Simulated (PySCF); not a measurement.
Species: C3H10OSi.
Numbering: `[CH3:1][CH:2]([CH3:3])[O:4][SiH3:5]` (hydrogens: H6, H7, H8 on C1; H9 on C2; H10, H11, H12 on C3; H13, H14, H15 on Si5)

A linear-response calculation (PySCF, def2-SVPD basis, gas phase, vertical, core orbitals frozen in the response) gave these numbers; the functional is withheld.

Orbital energies (eV): HOMO-3 -9.83, HOMO-2 -9.50, HOMO-1 -8.69, HOMO -8.00, LUMO 0.26, LUMO+1 0.78, LUMO+2 1.23.

```
state  E (eV)       f  main configurations (H = HOMO, L = LUMO)
   S1    6.83  0.0027                                 H→L (96%)
   S2    7.62   0.015                               H-1→L (96%)
   S3    7.66   0.015                               H→L+1 (97%)
   S4    7.97  0.0002                  H→L+2 (53%), H→L+3 (44%)
   S5    8.25   0.041                  H→L+3 (51%), H→L+2 (43%)
   S6    8.33  0.0049   H-1→L+1 (35%), H-2→L (34%), H→L+4 (17%)
```

Triplets (Tamm–Dancoff): T1 6.53 eV, H→L (91%); T2 7.26 eV, H-1→L (85%); T3 7.43 eV, H→L+1 (86%); T4 7.71 eV, H→L+3 (55%), H→L+2 (33%).

Vertical ionisation energy by ΔSCF with the same functional: 9.95 eV. Mean static polarisability: 69.9 au.

Problem. Which of these was used?
A. HF
B. PBE
C. PBE0
D. wB97X-D

Solution. C. PBE0 is a global hybrid with 25% exact exchange. In this run −ε(HOMO) = 8.00 eV differs from the ΔSCF value by -1.96 eV, and S1 differs from the orbital gap of 8.25 eV by -1.42 eV. The ratio −ε(HOMO)/IP is 0.80. Small neutral molecules mostly give 0.7 to 0.83 with PBE0, 0.5 to 0.7 with PBE, 0.89 to 0.99 with wB97X-D; with Hartree–Fock the ratio is 1 or more (Koopmans' value less the relaxation energy is the ΔSCF value). The other options: PBE, a GGA without exact exchange; HF, time-dependent Hartree–Fock, 100% exact exchange; wB97X-D, range-separated, 22% exact exchange at short range and 100% at long range (ω = 0.2 bohr⁻¹).

Method used: TDDFT PBE0/def2-SVPD, vertical, gas phase, core orbitals frozen in the response in PySCF. One conformer (not necessarily the lowest) at the PBE0-D3(BJ)/def2-SVP geometry, without solvent, vibrations or thermal averaging.

Shape of the structure used: `[CH3:1][CH:2]([CH3:3])[O:4][SiH3:5]`: C1–C2–O4–Si5 112°.
